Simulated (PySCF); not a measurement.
PySCF job for C2H3ClF2Si, SMILES F/C=C\[Si@H](F)Cl, KT2/pcSseg-1. Geometry optimised at PBE-D3(BJ)/def2-SVP. The structure was generated by enumeration; whether it is a known compound was not checked. The values are those of a single conformer.

```python
import numpy as np
from pyscf import gto, scf, dft
from pyscf.prop.nmr import rks as nmr

mol = gto.M(
    atom='''
    F    -2.43841373   -1.07692997   -0.87669156
    C    -2.33753189    0.05862764   -0.16934029
    C    -1.16299238    0.52895691    0.28295557
    Si    0.47163974   -0.29246654   -0.02399997
    F     0.89409534   -1.21116124    1.26151989
    Cl    1.90110003    1.19550635   -0.20085395
    H    -3.32414146    0.53231486   -0.01885190
    H    -1.20121245    1.46894136    0.85684739
    H     0.50570829   -1.16301925   -1.23262525
    ''',
    basis='pcSseg-1',
    charge=0,
    spin=0,
    max_memory=1600,
    verbose=3,
)
mf = dft.RKS(mol, xc='kt2')
mf.grids.level = 3
mf.conv_tol = 1e-10
mf.max_cycle = 100
mf.kernel()
n = nmr.NMR(mf)
n.verbose = 2
n.max_cycle_cphf = 60
sigma = n.kernel()
print('atom   isotropic/ppm   span/ppm')
for i, s in enumerate(sigma):
    w = np.linalg.eigvalsh((s + s.T) / 2)
    print(f'{mol.atom_symbol(i):2s}{i + 1:3d} {w.mean():14.3f} {w[2] - w[0]:11.3f}')
```

It prints:

```
converged SCF energy = -1037.29736425295
atom   isotropic/ppm   span/ppm
F   1        229.615     275.572
C   2         17.693     152.155
C   3         81.298     165.196
Si  4        358.593      35.677
F   5        296.649     111.247
Cl  6        863.020     285.970
H   7         23.907       5.727
H   8         26.264       3.775
H   9         25.001       8.929
```

The run converged.
